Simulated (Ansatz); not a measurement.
Calculated with Ansatz (gas phase, PBE0-D4/def2-TZVP geometries, no zero-point term in ΔE). CBS: MP2 limit from def2 TZ/QZ plus the TZ coupled-cluster correction, frozen cores. This one scheme is used for every species. DFT in def2-TZVPP. Triplets are unrestricted, without spin–orbit coupling.

`[CH3][Al]1[CH2][CH2]1` → `[CH2]1[CH2][AlH]1` + `[CH2]` (triplet)  (formal loss of a carbene)

```csv
species,r2SCAN-D4 energy (Eh)
`[CH3][Al]1[CH2][CH2]1`,-360.85547
`[CH2]1[CH2][AlH]1`,-321.53341
`[CH2]` (triplet),-39.14635
```

(1) Work out ΔE.

Largest T1 diagnostic among the species: 0.011.

Answers

(1) ΔE = (-321.53341) + (-39.14635) − (-360.85547) = 0.17571 Eh = +110.3 kcal/mol. CCSD(T)/CBS gives +115.0 kcal/mol.

Leaving LDA and LC-ωPBE aside and taking each functional with its dispersion term where it has one, the values, not all of them listed here, spread over 7.8 kcal/mol, from r2SCAN0-D4 to ωB97X-V. LDA lies +16.3 kcal/mol from PBE without D4. In def2-TZVPP, CCSD(T) changes the Hartree–Fock value by +33.5 kcal/mol (the triples alone add +2.8 kcal/mol) and MP2 by +37.1 kcal/mol. From BLYP to BHLYP (50 % exact exchange), in def2-TZVPP and without D4, ΔE moves by −2.1 kcal/mol.
